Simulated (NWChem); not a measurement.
Molecule: CH6Ti; SMILES [CH3][TiH3]

Problem. Give the equilibrium geometry at B3LYP/6-31G* (spherical d) (NWChem) as an XYZ file, with the point group.

Solution. point group C3v; any orientation.
```
8

Ti     0.0000     0.0000    -0.5076
C      0.0000     0.0000     1.5091
H     -0.3053     0.9940     1.8677
H      1.0135    -0.2326     1.8678
H     -0.7082    -0.7614     1.8676
H     -0.4722     1.5457    -1.0579
H      1.5748    -0.3639    -1.0579
H     -1.1025    -1.1819    -1.0578
```
